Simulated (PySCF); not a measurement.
# Radial density of Lu⁺ (lutetium, charge +1)

UHF, [Xe] 4f14 5d2, high-spin 3F determinant (an excited configuration). Computed with PySCF 2.14 in cc-pVDZ-X2C (8s7p5d3f1g, 84 functions), with the spin-free X2C one-electron Hamiltonian (Gaussian nucleus).

```json
{"r (bohr)": "0.0180", "4πr²ρ (e/bohr)": "91.34", "4πr²(ρα − ρβ)": "-0.0021"}
{"r (bohr)": "0.0302", "4πr²ρ (e/bohr)": "88.19", "4πr²(ρα − ρβ)": "-0.0045"}
{"r (bohr)": "0.0508", "4πr²ρ (e/bohr)": "125.0", "4πr²(ρα − ρβ)": "0.0007"}
{"r (bohr)": "0.0855", "4πr²ρ (e/bohr)": "108.3", "4πr²(ρα − ρβ)": "0.0330"}
{"r (bohr)": "0.144", "4πr²ρ (e/bohr)": "111.7", "4πr²(ρα − ρβ)": "0.0183"}
{"r (bohr)": "0.242", "4πr²ρ (e/bohr)": "77.91", "4πr²(ρα − ρβ)": "-0.0509"}
{"r (bohr)": "0.407", "4πr²ρ (e/bohr)": "66.36", "4πr²(ρα − ρβ)": "-0.0192"}
{"r (bohr)": "0.684", "4πr²ρ (e/bohr)": "38.02", "4πr²(ρα − ρβ)": "-0.0436"}
{"r (bohr)": "1.15", "4πr²ρ (e/bohr)": "13.58", "4πr²(ρα − ρβ)": "0.3683"}
{"r (bohr)": "1.94", "4πr²ρ (e/bohr)": "3.688", "4πr²(ρα − ρβ)": "0.8705"}
{"r (bohr)": "3.26", "4πr²ρ (e/bohr)": "0.5255", "4πr²(ρα − ρβ)": "0.4503"}
{"r (bohr)": "5.48", "4πr²ρ (e/bohr)": "0.06503", "4πr²(ρα − ρβ)": "0.0647"}
{"r (bohr)": "9.21", "4πr²ρ (e/bohr)": "0.0005760", "4πr²(ρα − ρβ)": "0.0006"}
```

Densities and radii are taken from the X2C orbitals without a picture-change correction, which distorts them close to the nucleus.

Spin-orbit coupling, absent here, splits the open shell strongly.

Problem. Where is the radial spin density 4πr²(ρα − ρβ) most negative, and why is it negative at all?

Solution. Around r = 0.242 bohr, down to -0.0509 e/bohr: exchange with the open shell polarises the paired shells in an unrestricted calculation.
